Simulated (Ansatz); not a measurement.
Start from `F[SiH2]C(Cl)Br` and change one atom or group to get `FC(Cl)Br`.

Ansatz, PBE0-D4/def2-TZVP geometries, multiplicity 1. Each molecule was computed in one conformer, which needn't be the lowest.

Scalar relativity is left out up to krypton.

| property | `F[SiH2]C(Cl)Br` |
| --- | --- |
| size of the dipole moment (ωB97M-V/def2-TZVPP) / D | 1.08 |
| LUMO energy (ωB97M-V/def2-TZVPP) / eV | 1.02 |
| HOMO–LUMO gap (B3LYP/def2-TZVPP) / eV | 6.72 |
| HOMO–LUMO gap (PBE0/def2-TZVPP) / eV | 7.20 |
| HOMO energy (PBE0/def2-TZVPP) / eV | -8.26 |
| HOMO–LUMO gap (ωB97M-V/def2-TZVPP) / eV | 11.50 |

Q: Give the same properties after the change, and the shifts. (Best estimate.)

A: Computed: 
```tsv
property	`FC(Cl)Br`	shift
size of the dipole moment (ωB97M-V/def2-TZVPP) / D	1.20	0.12
LUMO energy (ωB97M-V/def2-TZVPP) / eV	1.22	0.20
HOMO–LUMO gap (B3LYP/def2-TZVPP) / eV	7.12	0.40
HOMO–LUMO gap (PBE0/def2-TZVPP) / eV	7.68	0.48
HOMO energy (PBE0/def2-TZVPP) / eV	-8.61	-0.35
HOMO–LUMO gap (ωB97M-V/def2-TZVPP) / eV	12.07	0.57
```

With PBE0 the HOMO falls by 0.35 eV and the LUMO rises by 0.13 eV, so the gap widens by about 0.48 eV. PBE moves the HOMO by -0.31 eV and ωB97M-V by -0.37 eV. Dipoles are sizes alone; their direction can turn.

B3LYP here is the variant with VWN-RPA as its local correlation; programs differ in this.

Spin–orbit coupling is left out; it splits and shifts lone-pair levels of the heavy atoms by tenths of an eV.
